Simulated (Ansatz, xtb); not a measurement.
**C2H4AlF3O: where a starting geometry ends**

The starting geometry of this gas-phase singlet was built from a drawn formula by distance geometry and a force field; its bonds are those of `[OH][Al]([F])[CH2]C(F)F`.

```xyz
11

C     0.2507    0.6612   -1.1028
C     0.7845    1.4921    0.0485
Al    0.6875   -1.3006   -0.9258
F     0.1717   -2.4311   -2.1604
F     0.0968    1.0779    1.2450
F     0.5445    2.7955   -0.1518
O     1.5499   -1.9041    0.5876
H     0.8365   -2.0967    1.2060
H    -0.8214    0.7558   -1.1742
H     0.7256    0.9851   -1.9942
H     1.8602    1.2861    0.2246
```

Q: Predict what it relaxes into with r2SCAN-D4/def2-SVP.

A: It keeps its bonds, and is `[OH][Al]([F])[CH2]C(F)F`.

The energy falls by 0.77 eV over 17 steps:

| step | E − E(last) (eV) |
| --- | --- |
| 1 | 0.767 |
| 3 | 0.240 |
| 5 | 0.125 |
| 6 | 0.029 |
| 8 | 0.005 |
| 10 | 0.002 |
| 12 | 0.001 |
| 13 | 0.000 |
| 15 | 0.000 |
| 17 | 0.000 |

Final geometry (Å):

```json
{"atom": "C", "x (Å)": "0.3254", "y (Å)": "0.5928", "z (Å)": "-1.1261"}
{"atom": "C", "x (Å)": "0.8123", "y (Å)": "1.3786", "z (Å)": "0.0547"}
{"atom": "Al", "x (Å)": "0.5453", "y (Å)": "-1.3381", "z (Å)": "-0.9134"}
{"atom": "F", "x (Å)": "0.2733", "y (Å)": "-2.3161", "z (Å)": "-2.2260"}
{"atom": "F", "x (Å)": "0.3616", "y (Å)": "0.7915", "z (Å)": "1.2221"}
{"atom": "F", "x (Å)": "0.3260", "y (Å)": "2.6500", "z (Å)": "0.0547"}
{"atom": "O", "x (Å)": "1.0183", "y (Å)": "-2.0744", "z (Å)": "0.5363"}
{"atom": "H", "x (Å)": "1.0722", "y (Å)": "-1.5673", "z (Å)": "1.3533"}
{"atom": "H", "x (Å)": "-0.7579", "y (Å)": "0.7942", "z (Å)": "-1.2324"}
{"atom": "H", "x (Å)": "0.7959", "y (Å)": "0.9668", "z (Å)": "-2.0508"}
{"atom": "H", "x (Å)": "1.9140", "y (Å)": "1.4433", "z (Å)": "0.1299"}
```

From the same start GFN2-xTB ends elsewhere, differing in Al3–F5 (2.14 against 3.02 Å here).

The end wasn't checked by frequencies. Run with Ansatz 0.2.0, 53 s on 2 threads of Arm Neoverse V2, with other jobs on the host.
